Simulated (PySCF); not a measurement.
**Working with the constants of Ge2**

UHF-CCSD(T) constants of Ge2, ³Σg⁻ (triplet), unpaired electrons π ↑↑ (PySCF, no relativity, basis sets Ge def2-TZVPP; masses 73.9212 and 73.9212 u):

```
ωe              : 296.4 cm⁻¹
ωexe            : 0.662 cm⁻¹
Be              : 0.080448 cm⁻¹
αe              : 0.000257 cm⁻¹
D (centrifugal) : 2.37e-08 cm⁻¹
De to Ge + Ge   : 2.79 eV
```

Question: Give the vibrational terms G(v) and spacings up to v = 6.

Answer: G(v) = ωe(v+½) − ωexe(v+½)².

```json
{"v": "0", "G(v) (cm⁻¹)": "148.0", "G(v) − G(v−1)": "", "Bv (cm⁻¹)": "0.08032"}
{"v": "1", "G(v) (cm⁻¹)": "443.1", "G(v) − G(v−1)": "295.1", "Bv (cm⁻¹)": "0.08006"}
{"v": "2", "G(v) (cm⁻¹)": "736.9", "G(v) − G(v−1)": "293.8", "Bv (cm⁻¹)": "0.07981"}
{"v": "3", "G(v) (cm⁻¹)": "1029.3", "G(v) − G(v−1)": "292.4", "Bv (cm⁻¹)": "0.07955"}
{"v": "4", "G(v) (cm⁻¹)": "1320.4", "G(v) − G(v−1)": "291.1", "Bv (cm⁻¹)": "0.07929"}
{"v": "5", "G(v) (cm⁻¹)": "1610.2", "G(v) − G(v−1)": "289.8", "Bv (cm⁻¹)": "0.07903"}
{"v": "6", "G(v) (cm⁻¹)": "1898.6", "G(v) − G(v−1)": "288.5", "Bv (cm⁻¹)": "0.07878"}
```

Question: How well does the Morse estimate ωe²/(4ωexe) reproduce De, and what is D0?

Answer: It gives 4.11 eV, 147 % of the computed De. D0 = De − G(0) = 2.79 − 0.02 = 2.77 eV.

Correlated steps freeze 18 core orbitals. Spin–orbit coupling is left out. The state was picked by a PBE0 search and need not be the measured ground state.
